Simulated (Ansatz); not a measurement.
Gas-phase electronic energies from Ansatz, PBE0-D4/def2-TZVP geometries. CBS: MP2 limit from def2 TZ/QZ plus the TZ coupled-cluster correction, frozen cores. This one scheme is used for every species, atoms too. DFT in def2-TZVPP. B3LYP here is the variant with VWN-RPA as its local correlation; programs differ in this. No spin–orbit coupling; open shells (•) take unrestricted orbitals. Spin–orbit coupling would lower the free atoms: a little for B, C.

Consider the atomization: `N#CB(C#N)C#N` → B• + 3 C• + 3 N•.

Question: What is ΔE at CCSD(T)/CBS? (Best estimate.)

Answer: Computed: +3753.0 kJ/mol.

Question: What do these levels give: r2SCAN-D4, B3LYP-D4, B3LYP, CCSD(T)/def2-SVP, CCSD(T)/def2-TZVPP, CCSD/CBS(def2)? (Estimate.)

Answer: The calculation gave: r2SCAN-D4 3779.1, B3LYP-D4 3816.3, B3LYP 3791.0, CCSD(T)/def2-SVP 3573.2, CCSD(T)/def2-TZVPP 3630.9, CCSD/CBS(def2) 3629.1 kJ/mol.

Largest T1 diagnostic among the species: 0.016.

From PBE to PBE0 (25 % exact exchange), in def2-TZVPP and without D4, ΔE moves by −205.5 kJ/mol: exact exchange takes away binding that semilocal exchange gives to molecules. The D4 term adds +25.3 kJ/mol with B3LYP and +13.5 kJ/mol with PBE0; it sums over pairs of atoms, weighted by their polarisabilities, and B3LYP, whose exchange is more repulsive, gets the larger term.

For atomizations the MP2-based limit and the directly extrapolated one differ by several kJ/mol either way, and by 10 to 25 for some Ge, Se and Sn compounds, so smaller differences from it don't rank the levels.
